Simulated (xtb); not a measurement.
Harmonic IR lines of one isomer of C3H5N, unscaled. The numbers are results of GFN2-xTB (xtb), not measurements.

wavenumber (cm⁻¹): 264 (w), 431 (m), 563 (m), 619 (m), 690 (m), 956 (w), 1096 (w), 1140 (w), 1184 (m), 1361 (m), 1481 (w), 2313 (vs), 2889 (s), 3005 (m), 3023 (w), 3420 (w)

**Question.** Name which structure gives these lines.
(A) `N=C1CC1`
(B) `C#CNC`
(C) `[H]/N=C\C=C`
(D) `C1=CNC1`

**Answer.** B, `C#CNC`
